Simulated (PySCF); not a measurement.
Finite-field polarisability of Ga (gallium, neutral)

[Ar] 3d10 4s2 4p1, 2P determinant. Calculation: PySCF 2.14, in aug-cc-pVQZ-DK (8s7p5d3f2g, 93 functions); scalar relativity by spin-free X2C-1e. Frozen: [Ar] 3d10. Energy changes in a uniform field (μhartree):

```csv
axis,F (au),HF,MP2,CCSD,CCSD(T)
x,0.0021,-100.374,-99.733,-97.995,-98.197
x,0.0042,-402.078,-399.516,-392.530,-393.341
y,0.0016,-104.254,-101.390,-100.030,-100.073
y,0.0032,-418.982,-407.362,-401.836,-402.002
```

By symmetry the remaining axis equals x.

**Question.** Derive α along x at CCSD(T) from the two fields.

**Answer.** With ΔE = −αF²/2 − γF⁴/24, α = −(16 ΔE(F) − ΔE(2F))/(6F²) = 44.51 bohr³.

**Question.** And the mean polarisability at each level?

**Answer.** The components xx, yy, zz at CCSD(T) are 44.51, 78.07, 44.51, the third axis being equal by symmetry to one of the two computed. Means: HF 57.44, MP2 56.50, CCSD 55.63, CCSD(T) 55.70 bohr³. Reference: 50 ± 3 bohr³ (recommended; Schwerdtfeger and Nagle, table of static dipole polarizabilities (2023 update)).

CCSD(T) lies more than 5 % above the reference; correlation of the frozen inner shells, absent here, would lower it.
